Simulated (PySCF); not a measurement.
SMILES OB(O)[SiH2][SiH](Cl)Cl (PBE0/def2-SVP optimised geometry):

```
12

Si    -0.438    -0.993     0.000
Cl    -1.050    -1.879    -1.769
Cl    -1.050     0.993     0.000
Si    -1.437    -2.002     1.856
B     -1.011    -0.827     3.468
O      0.303    -0.634     3.732
O     -1.936    -0.207     4.248
H      1.050    -0.993     0.000
H     -0.898    -3.393     1.986
H     -2.906    -2.085     1.564
H      0.435    -0.038     4.482
H     -2.846    -0.376     3.987
```

Method: PBE0/def2-TZVP (PySCF).

Problem. What are the frontier orbital energies and the dipole moment?

Solution. HOMO-2 -9.19 eV, HOMO-1 -8.79 eV, HOMO -7.93 eV, LUMO -0.84 eV, LUMO+1 -0.42 eV; dipole moment 2.67 D.

On the same geometry PySCF 2.14.0 with PBE/def2-TZVP gives HOMO-2 -7.78 eV, HOMO-1 -7.45 eV, HOMO -6.74 eV, LUMO -1.68 eV, LUMO+1 -1.28 eV; dipole moment 2.63 D.

Meta-Löwdin charges at PBE0/def2-TZVP: Si1 0.63, Cl2 -0.29, Cl3 -0.30, Si4 0.16, B5 0.29, O6 -0.51, O7 -0.51, H8 -0.08, H9 -0.05, H10 -0.07, H11 0.35, H12 0.37.
